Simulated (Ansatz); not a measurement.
Born–Oppenheimer molecular dynamics of CH8BNO2 (13 atoms, charge 0, multiplicity 1). It starts from a rough guess of a transition structure, not a stationary point.

These are results of UKS CAM-B3LYP-D4/STO-3G in Ansatz 0.2.0, not measurements.

```
ensemble                      : NVE (velocity Verlet)
time step                     : 0.5 fs
steps asked                   : 150
starting velocities drawn for : 600 K
seed                          : 328160
```

First frame:

```xyz
13
Properties=species:S:1:pos:R:3
B -0.260 -0.903 0.634
H 0.564 -1.760 -0.315
O 0.144 -1.127 1.917
O -1.582 -0.893 0.296
H 1.000 -0.908 -0.544
N 0.782 0.356 -0.132
C 0.186 1.419 -0.915
H -0.553 -1.466 2.477
H -1.792 -0.526 -0.559
H 1.427 0.729 0.554
H -0.443 2.087 -0.316
H 0.960 2.019 -1.402
H -0.434 0.972 -1.695
```

(1) How far do the bonds stretch over the last three quarters of this one trajectory? (Pairs bonded in most of those frames.)

Answers

(1) 
| bond | mean (Å) | spread (Å) | shortest | longest |
| --- | --- | --- | --- | --- |
| B1–H2 | 1.217 | 0.123 | 1.02 | 1.39 |
| B1–O3 | 1.403 | 0.051 | 1.29 | 1.49 |
| B1–O4 | 1.398 | 0.045 | 1.33 | 1.47 |
| O3–H8 | 1.028 | 0.046 | 0.94 | 1.10 |
| O4–H9 | 1.024 | 0.044 | 0.94 | 1.09 |
| H5–N6 | 1.064 | 0.031 | 0.99 | 1.14 |
| N6–C7 | 1.517 | 0.019 | 1.48 | 1.55 |
| N6–H10 | 1.065 | 0.030 | 1.00 | 1.15 |
| C7–H11 | 1.110 | 0.056 | 1.02 | 1.20 |
| C7–H12 | 1.104 | 0.017 | 1.07 | 1.14 |
| C7–H13 | 1.103 | 0.014 | 1.08 | 1.13 |

Pairs bonded in part of these frames only: B1–N6 11 %.

Mean temperature of the second half: 1279 K. The conserved energy stayed within 0.85 meV per atom of its start (net change 0.068 meV per atom), so the integration is sound. The kinetic energy rose, since the run started high on the potential surface and went downhill. It ends in pieces (BH3O2 + CH5N), so much of that is their flight and rotation, not heat. A run of 0.075 ps of so small a system gives no equilibrium averages. The orbitals were unrestricted but ended closed-shell. Limits of this set-up: minimal basis.

Run time: 9.4 min on 1 thread of Arm Neoverse V1, on a shared host, peak memory 0.14 GiB.
